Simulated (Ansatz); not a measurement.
Ag₂H₃⁻, relaxed as a singlet with RKS r2SCAN-D4/def2-TZVPD in Ansatz, starting from the GFN1-xTB geometry. Force threshold 0.02 eV/Å.

In the def2 sets Ag takes a core potential; there is no spin–orbit coupling. The structure comes from a short search, and lower isomers may exist.

Start:

Cartesian coordinates in Å:
```
Ag -0.185 0.391 -1.308
Ag 0.448 -0.153 1.294
H 0.060 -1.038 2.553
H 0.852 0.775 -0.043
H -1.175 0.025 -2.496
```

Problem. Estimate the energy that the relaxation releases and the steps that it takes.

Solution. 3.6 kcal/mol, in 4 steps; 8.5 s on 4 threads of Arm Neoverse V1 on a shared host. No frequencies were taken in this run, so the end may be a saddle point.

Problem. Does the start keep its bonding and symmetry?

Solution. By distances, no bond broke or formed. The bond that changes most is Ag2–H4, from 1.68 to 1.76 Å (atoms count from 1). Point group C2v at the start, C2v at the end, both within 0.05 Å.

Problem. Predict the relaxed structure.

Solution. 
```xyz
5

Ag   -0.245    0.359   -1.351
Ag    0.412   -0.207    1.342
H     0.154   -1.037    2.749
H     0.853    0.776   -0.045
H    -1.174    0.109   -2.695
```
Bond lengths (bridged metal pairs left out): 4 × Ag–H 1.65 to 1.76 Å.
